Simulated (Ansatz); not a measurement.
**Worked example: BCl3 + CCl2F → BCl2 + CCl3F**

Species: BCl3 (boron trichloride) `ClB(Cl)Cl`, singlet; CCl2F (dichlorofluoromethyl radical) `F[C](Cl)Cl`, doublet; BCl2 `Cl[B]Cl`, doublet; CCl3F (trichlorofluoromethane) `FC(Cl)(Cl)Cl`, singlet. A radical takes Cl: the energy is the difference in strength between the B–Cl bond broken and the C–Cl bond made.

Shapes, held fixed at every level: PBE0-D4/def2-TZVP. Programs: Ansatz 0.2.0. The zero-point and thermal change to 298 K, harmonic and unscaled (PBE0-D4/def2-TZVP), is -1.4 kJ/mol.

At CCSD(T)/CBS estimate; 1 Eh = 2625.50 kJ/mol:

| species | energy (Eh) |
| --- | --- |
| BCl3 | -1404.247322 |
| CCl2F | -1057.316131 |
| BCl2 | -944.345769 |
| CCl3F | -1517.149520 |

Q: Work out ΔH(298 K) of the reaction at this level.

A: 
1. Products less reactants: (-944.345769) + (-1517.149520) − [(-1404.247322) + (-1057.316131)] = 0.068164 Eh = +179.0 kJ/mol.
2. With the thermal change: +179.0 + (-1.4) = +177.6 kJ/mol.

Other levels give +186.1 (PBE0-D4/def2-TZVPP) to +214.6 kJ/mol (HF/def2-SVP). No measured value is set beside it here. Open shells run unrestricted. The CBS estimate extrapolates MP2 from def2-TZVPP and def2-QZVPP and adds CCSD(T) − MP2 in the triple-zeta set, cores frozen. CCSD(T)/CBS estimate lies outside the range of all other levels here, so it shouldn't be taken on trust. The median of the other levels is +196.1 kJ/mol.
